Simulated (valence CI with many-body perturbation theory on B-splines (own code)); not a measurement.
**E1 transitions of Yb21+**

Calculated by configuration interaction combined with many-body perturbation theory (CI+MBPT): three valence electrons over a frozen Dirac-Fock core [Kr] 4d10, radial functions for each j: 7 s, 7 p, 7 d, 7 f, 4 g, 2 h, with the one-electron correlation potential Σ1 (screened to all orders), the two-electron term Σ2, the three-electron term Σ3, Breit, model QED; selected single and double excitations, second order for the rest, scaled by the run's own slope (own B-spline code, finite nucleus).

No measured levels were compared; by estimate terms of the open shell hold to a few per cent of their energy, and close levels can change places. The list stops below the first excitations out of the core.

Lines 51 to 100 of 546 in falling wavelength, among levels below 1153600 cm⁻¹, chosen from the strongest by gf and those to the six lowest levels. Wavelengths and rates use the calculated energies, so an error of 2000 cm⁻¹ moves a line at 349.0 Å by 0.7 % and its rate by three times that or more. Electric multipoles are in the length gauge, E1 and E2 with the static RPA response of the core. Weak lines are less certain than strong ones. Lines between different terms over intervals too small for the method are left out, as are lines whose strength nearly cancels.

Levels are named by their leading jj configuration (3d3/2^4 stands for four electrons in 3d with j = 3/2), which in mixed levels can hold well under half, so a name can repeat and another be missing. Letters in brackets count levels of one name in rising energy.

```
λ vac (Å)                           Upper                        Lower   A (s⁻¹)  log gf  Branch %
    349.0          (4f7/2^2 5p1/2) J=11/2          (4f7/2^2 5s) J=11/2  3.30e+09   -0.14      30.3
    348.5   (4f5/2 4f7/2 5p1/2) J=3/2 [b]       (4f5/2 4f7/2 5s) J=1/2  2.93e+09   -0.67      26.3
    348.4           (4f5/2^2 5p1/2) J=9/2           (4f5/2^2 5s) J=9/2  3.92e+09   -0.15      38.0
    348.0           (4f7/2^2 5p1/2) J=5/2           (4f7/2^2 5s) J=3/2  5.09e+09   -0.26      46.4
    347.7   (4f5/2 4f7/2 5p1/2) J=3/2 [a]           (4f5/2^2 5s) J=1/2  1.07e+08   -2.11       1.0
    347.4           (4f7/2^2 5p1/2) J=1/2           (4f7/2^2 5s) J=1/2  9.05e+09   -0.48      72.6
    347.0   (4f5/2 4f7/2 5p1/2) J=5/2 [a]   (4f5/2 4f7/2 5s) J=5/2 [a]  2.02e+09   -0.66      18.9
    346.8   (4f5/2 4f7/2 5p1/2) J=5/2 [a]   (4f5/2 4f7/2 5s) J=7/2 [b]  2.00e+09   -0.66      18.8
    346.7           (4f7/2^2 5p1/2) J=7/2           (4f7/2^2 5s) J=7/2  2.27e+09   -0.49      20.9
    346.7          (4f7/2^2 5p1/2) J=13/2          (4f7/2^2 5s) J=11/2  4.90e+09    0.09      45.0
    345.4  (4f5/2 4f7/2 5p1/2) J=11/2 [a]   (4f5/2 4f7/2 5s) J=9/2 [a]  4.43e+09   -0.02      41.5
    345.2   (4f5/2 4f7/2 5p1/2) J=9/2 [b]   (4f5/2 4f7/2 5s) J=7/2 [b]  3.60e+09   -0.19      33.2
    345.0           (4f5/2^2 5p1/2) J=5/2           (4f5/2^2 5s) J=5/2  3.98e+09   -0.37      37.5
    344.9       (4f5/2 4f7/2 5p1/2) J=1/2   (4f5/2 4f7/2 5s) J=3/2 [b]  7.83e+09   -0.55      74.8
    344.6   (4f5/2 4f7/2 5p1/2) J=9/2 [a]   (4f5/2 4f7/2 5s) J=9/2 [a]  3.19e+09   -0.25      29.6
    344.6   (4f5/2 4f7/2 5p1/2) J=3/2 [a]   (4f5/2 4f7/2 5s) J=3/2 [a]  1.63e+09   -0.93      15.3
    344.0   (4f5/2 4f7/2 5p1/2) J=7/2 [a]   (4f5/2 4f7/2 5s) J=9/2 [b]  3.16e+09   -0.35      29.8
    342.9           (4f5/2^2 5p1/2) J=9/2           (4f5/2^2 5s) J=7/2  5.90e+09    0.02      57.2
    342.9   (4f5/2 4f7/2 5p1/2) J=3/2 [a]   (4f5/2 4f7/2 5s) J=5/2 [b]  8.46e+09   -0.22      79.4
    342.8   (4f5/2 4f7/2 5p1/2) J=5/2 [b]   (4f5/2 4f7/2 5s) J=3/2 [a]  5.56e+09   -0.23      50.9
    342.5  (4f5/2 4f7/2 5p1/2) J=11/2 [b]  (4f5/2 4f7/2 5s) J=11/2 [b]  4.63e+09   -0.01      42.6
    342.4           (4f7/2^2 5p1/2) J=9/2           (4f7/2^2 5s) J=7/2  5.74e+09    0.00      52.1
    342.1  (4f5/2 4f7/2 5p1/2) J=11/2 [b]      (4f5/2 4f7/2 5s) J=13/2  6.08e+09    0.11      56.0
    342.0           (4f5/2^2 5p1/2) J=1/2           (4f5/2^2 5s) J=1/2  8.95e+09   -0.50      83.2
    341.8      (4f5/2 4f7/2 5p1/2) J=13/2  (4f5/2 4f7/2 5s) J=11/2 [b]  5.26e+09    0.11      48.6
    341.4      (4f5/2 4f7/2 5p1/2) J=13/2      (4f5/2 4f7/2 5s) J=13/2  5.44e+09    0.12      50.3
    341.3   (4f5/2 4f7/2 5p1/2) J=7/2 [a]   (4f5/2 4f7/2 5s) J=7/2 [a]  3.67e+09   -0.29      34.6
    341.1   (4f5/2 4f7/2 5p1/2) J=7/2 [b]   (4f5/2 4f7/2 5s) J=5/2 [a]  2.12e+09   -0.53      19.0
    341.1   (4f5/2 4f7/2 5p1/2) J=5/2 [b]   (4f5/2 4f7/2 5s) J=5/2 [b]  4.51e+09   -0.33      41.3
    340.9   (4f5/2 4f7/2 5p1/2) J=7/2 [b]   (4f5/2 4f7/2 5s) J=7/2 [b]  2.83e+09   -0.40      25.4
    340.7           (4f5/2^2 5p1/2) J=5/2           (4f5/2^2 5s) J=3/2  6.09e+09   -0.20      57.4
    340.7           (4f5/2^2 5p1/2) J=3/2           (4f5/2^2 5s) J=5/2  7.43e+09   -0.29      69.6
    340.1  (4f5/2 4f7/2 5p1/2) J=11/2 [a]  (4f5/2 4f7/2 5s) J=11/2 [a]  4.71e+09   -0.01      44.1
    340.1           (4f7/2^2 5p1/2) J=7/2           (4f7/2^2 5s) J=9/2  8.01e+09    0.05      73.7
    339.5   (4f5/2 4f7/2 5p1/2) J=9/2 [b]   (4f5/2 4f7/2 5s) J=9/2 [b]  4.36e+09   -0.12      40.2
    339.4           (4f7/2^2 5p1/2) J=3/2           (4f7/2^2 5s) J=5/2  9.46e+09   -0.18      86.2
    339.3   (4f5/2 4f7/2 5p1/2) J=9/2 [a]  (4f5/2 4f7/2 5s) J=11/2 [a]  6.29e+09    0.04      58.4
    339.1           (4f5/2^2 5p1/2) J=7/2           (4f5/2^2 5s) J=9/2  6.62e+09   -0.04      60.1
    338.4           (4f7/2^2 5p1/2) J=5/2           (4f7/2^2 5s) J=5/2  4.59e+09   -0.33      41.9
    338.4   (4f5/2 4f7/2 5p1/2) J=5/2 [a]   (4f5/2 4f7/2 5s) J=7/2 [a]  6.01e+09   -0.21      56.4
    338.2   (4f5/2 4f7/2 5p1/2) J=3/2 [b]   (4f5/2 4f7/2 5s) J=3/2 [b]  6.04e+09   -0.38      54.1
    337.1       (4f5/2 4f7/2 5p1/2) J=1/2           (4f5/2^2 5s) J=1/2  3.47e+08   -1.93       3.3
    337.0          (4f7/2^2 5p1/2) J=11/2          (4f7/2^2 5s) J=13/2  7.28e+09    0.17      66.8
    336.9   (4f5/2 4f7/2 5p1/2) J=9/2 [b]   (4f5/2 4f7/2 5s) J=7/2 [a]  1.83e+09   -0.51      16.8
    336.5           (4f5/2^2 5p1/2) J=3/2           (4f5/2^2 5s) J=3/2  1.97e+09   -0.87      18.4
    335.9           (4f7/2^2 5p1/2) J=9/2           (4f7/2^2 5s) J=9/2  4.46e+09   -0.12      40.4
    335.7   (4f5/2 4f7/2 5p1/2) J=7/2 [a]   (4f5/2 4f7/2 5s) J=9/2 [a]  1.09e+08   -1.83       1.0
    335.3   (4f5/2 4f7/2 5p1/2) J=7/2 [b]   (4f5/2 4f7/2 5s) J=9/2 [b]  4.30e+09   -0.24      38.6
    334.8          (4f7/2^2 5p1/2) J=13/2          (4f7/2^2 5s) J=13/2  5.36e+09    0.10      49.2
    334.2       (4f5/2 4f7/2 5p1/2) J=1/2   (4f5/2 4f7/2 5s) J=3/2 [a]  1.50e+08   -2.30       1.4
```
